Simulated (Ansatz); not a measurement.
Two members of one family (Series SiX2), computed with Ansatz in the gas phase. The two geometries come from different levels. Binding counts from free atoms in the multiplicity of their measured ground term, without zero-point energy. A dash marks a value that wasn't run or was left out as unsound. The structures are stationary points that may keep the symmetry of their start.

First: Si(NH2)2 (singlet, charge 0, PBE0-D4/def2-TZVP geometry).

```tsv
atom	x (Å)	y (Å)	z (Å)
Si1	0.843	0.570	-0.502
N2	0.624	0.155	1.149
H3	1.310	0.426	1.835
H4	-0.142	-0.355	1.562
N5	-0.575	-0.122	-1.179
H6	-0.753	-0.050	-2.167
H7	-1.307	-0.625	-0.698
```

| level | HOMO (eV) | LUMO (eV) | gap (eV) | vertical IE (eV) | vertical triplet (eV) | binding per atom (eV) |
| --- | --- | --- | --- | --- | --- | --- |
| PBE-D4/def2-SVP | -5.02 | -0.73 | 4.29 | – | – | 3.59 |
| PBE-D4/def2-TZVP | -5.25 | -1.06 | 4.19 | 8.56 | 3.37 | 3.62 |
| r2SCAN-D4/def2-TZVP | -5.44 | -0.93 | 4.51 | 8.47 | 3.14 | 3.51 |
| PBE0-D4/def2-TZVP | -6.33 | -0.26 | 6.08 | 8.61 | 3.27 | 3.52 |
| HSE06-D4/def2-TZVP | -5.93 | -0.63 | 5.30 | – | – | 3.53 |

Second: Si(OMe)2 (singlet, charge 0, PBE-D4/def2-SVP geometry).

```xyz
11

Si   -0.198   -0.399    0.557
O     1.241   -0.337   -0.322
C     2.365   -1.153   -0.050
H     3.250   -0.515    0.161
H     2.601   -1.778   -0.938
H     2.213   -1.833    0.821
O    -1.013    0.796   -0.312
C    -2.336    1.211   -0.030
H    -2.796    0.660    0.825
H    -2.979    1.054   -0.924
H    -2.349    2.295    0.212
```

Question: Estimate the same table for the second.

Answer: 
```
              level  HOMO (eV)  LUMO (eV)  gap (eV)  vertical IE (eV)  vertical triplet (eV)  binding per atom (eV)
    PBE-D4/def2-SVP      -5.56      -1.82      3.74                 –                      –                   4.12
   PBE-D4/def2-TZVP      -5.70      -2.03      3.67              8.76                   2.95                   4.10
r2SCAN-D4/def2-TZVP      -5.92      -1.95      3.98              8.81                   2.77                   4.02
  PBE0-D4/def2-TZVP      -6.89      -1.24      5.65              9.00                   2.92                   4.00
 HSE06-D4/def2-TZVP      -6.49      -1.61      4.87                 –                      –                   4.01
```
